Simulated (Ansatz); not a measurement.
One geometry of GeH2(OiPr)2 (C₆H₁₆GeO₂), several levels of theory.

```yaml
crystal:
  periodic: [false, false, false]
  atoms:
    - {symbol: Ge, position_ang: [1.375999, 0.018033, 1.048948]}
    - {symbol: H, position_ang: [1.233724, 0.392157, 2.544929]}
    - {symbol: H, position_ang: [2.780984, -0.351533, 0.512715]}
    - {symbol: O, position_ang: [0.884302, 1.401478, 0.014120]}
    - {symbol: C, position_ang: [-0.267481, 2.187202, 0.361594]}
    - {symbol: C, position_ang: [-1.289181, 2.090418, -0.769360]}
    - {symbol: C, position_ang: [0.188394, 3.621673, 0.622389]}
    - {symbol: H, position_ang: [-0.739516, 1.790672, 1.295068]}
    - {symbol: H, position_ang: [-0.836641, 2.439816, -1.719964]}
    - {symbol: H, position_ang: [-2.183925, 2.710025, -0.556826]}
    - {symbol: H, position_ang: [-1.617526, 1.041673, -0.907114]}
    - {symbol: H, position_ang: [0.911501, 3.656352, 1.461408]}
    - {symbol: H, position_ang: [0.690226, 4.028632, -0.279366]}
    - {symbol: H, position_ang: [-0.669481, 4.277781, 0.873871]}
    - {symbol: O, position_ang: [0.251072, -1.368960, 0.853339]}
    - {symbol: C, position_ang: [0.300350, -2.175191, -0.335164]}
    - {symbol: C, position_ang: [-1.073950, -2.151306, -1.000362]}
    - {symbol: C, position_ang: [0.741022, -3.585412, 0.053664]}
    - {symbol: H, position_ang: [1.046113, -1.757102, -1.056455]}
    - {symbol: H, position_ang: [-1.843928, -2.521991, -0.293099]}
    - {symbol: H, position_ang: [-1.092376, -2.789629, -1.906865]}
    - {symbol: H, position_ang: [-1.344964, -1.119180, -1.296836]}
    - {symbol: H, position_ang: [1.749123, -3.568137, 0.513712]}
    - {symbol: H, position_ang: [0.033729, -4.011406, 0.794529]}
    - {symbol: H, position_ang: [0.772421, -4.256086, -0.828897]}
basis:
  gaussian: {orbitals: def2-TZVP, initial_orbitals: start.molden}
correlation: {method: ccsd_t}
scf: {omitted_lower_state_checks: [starts]}
output: {orbitals: {seedname: orbitals}}
```

The file start.molden holds the orbitals of an earlier run on this structure, at another level or in another basis.

```sh
$ ansatz run in.yaml --threads 2 --pin off --events-out ev --progress --plain --max-ram 22528MiB --backend cuda --devices 0, --max-vram 18GiB
```

Output, abridged:

```
Functional definition: HF
2727 factors; integrals over basis functions are off by at most 1.1e-3 eV
mean field evaluation 1: about -66986.9095 eV, gradient 4.0e1 eV
mean field evaluation 2: about -66988.5741 eV, gradient 1.7e0 eV
mean field evaluation 4: about -66989.0555 eV, gradient 1.8e0 eV
mean field evaluation 8: about -66989.0607 eV, gradient 3.0e-4 eV
mean field -66989.06065814 eV, -2461.8025723706 hartree, gradient 5.1e-6 eV, S^2 0.000000; 0 other end points of the search recorded, 0 dependent functions left out
17 core orbitals not correlated: weight in the atoms' cores, before any rotation towards them, 1.000 or more for the frozen orbitals, at most 0.000 for the correlated occupied ones
reference -66989.06065814 eV, -2461.8025723706 hartree; 33, 33 occupied and 342, 342 virtual orbitals, 2727 factors
second order -47.49326232 eV of doubles, -0.00000000 eV of singles
cycle   1  -48.13562901 eV  change   -6.4e-1 eV  update   1.6e-1
cycle   2  -49.41295116 eV  change    -1.3e0 eV  update   4.6e-2
cycle   3  -49.68352503 eV  change   -2.7e-1 eV  update   2.4e-2
cycle   4  -49.66883331 eV  change    1.5e-2 eV  update   5.5e-3
cycle   5  -49.66803381 eV  change    8.0e-4 eV  update   2.8e-3
cycle   6  -49.66917143 eV  change   -1.1e-3 eV  update   9.0e-4
cycle   7  -49.66868193 eV  change    4.9e-4 eV  update   4.1e-4
cycle   8  -49.66861900 eV  change    6.3e-5 eV  update   1.1e-4
cycle   9  -49.66866159 eV  change   -4.3e-5 eV  update   4.1e-5
perturbative correction -1.93929298 eV, -0.0712677024 hartree
Total energy: -67040.66861271 eV, -2463.6991297198 hartree
Checks for a lower state left out: starts
```

It took 35 s on 2 threads of AMD EPYC 7R13 on a shared host and a share (18 GiB) of an NVIDIA H100 80GB HBM3, peak host memory 1.8 GiB.

First input, but with `gaussian: {orbitals: def2-SVP, initial_orbitals: start.molden}`, `hamiltonian: {xc: pbe, dispersion: d4}` and without the key `correlation` (abridged; 3.3 s):

```
Functional definition: PBE
mean field -67059.48051095 eV, -2464.3904542291 hartree, gradient 1.0e-5 eV, S^2 0.000000
Total energy: -67060.06682620 eV, -2464.4120009169 hartree
Checks for a lower state left out: starts
```

First input, but with `gaussian: {orbitals: def2-SVP, initial_orbitals: start.molden}`, `hamiltonian: {xc: pbe0, dispersion: d4}` and without the key `correlation` (abridged; 3.5 s):

```
Functional definition: PBE0
mean field -67062.34957379 eV, -2464.4958903436 hartree, gradient 1.1e-5 eV, S^2 0.000000
Total energy: -67062.85342788 eV, -2464.5144066400 hartree
Checks for a lower state left out: starts
```

The first input with `hamiltonian: {xc: {name: r2SCANh}, dispersion: d4}` and without the key `correlation` (abridged; 6.5 s):

```
Functional definition: r2SCANh
mean field -67093.77398989 eV, -2465.6507163351 hartree, gradient 9.3e-6 eV, S^2 0.000000
Total energy: -67093.94969406 eV, -2465.6571733441 hartree
Checks for a lower state left out: starts
```

The first input with `gaussian: {orbitals: 6-31G}`, `hamiltonian: {xc: {name: B3LYP}, dispersion: d4}` and without the key `correlation` (abridged; 3.2 s):

```
Functional definition: B3LYP
mean field evaluation 16: about -67085.6220 eV, gradient 1.2e-4 eV
mean field -67085.62195880 eV, -2465.3511347181 hartree, gradient 4.5e-5 eV, S^2 0.000000
Total energy: -67086.54413656 eV, -2465.3850241257 hartree
Checks for a lower state left out: starts
```

Geometry: PBE-D4/def2-SVP.

The 6-31G sets use Cartesian d functions. B3LYP takes the VWN-RPA correlation. Correlated methods freeze 17 core orbitals; core or outer-core shells of Ge are correlated, in sets that lack core-valence functions.
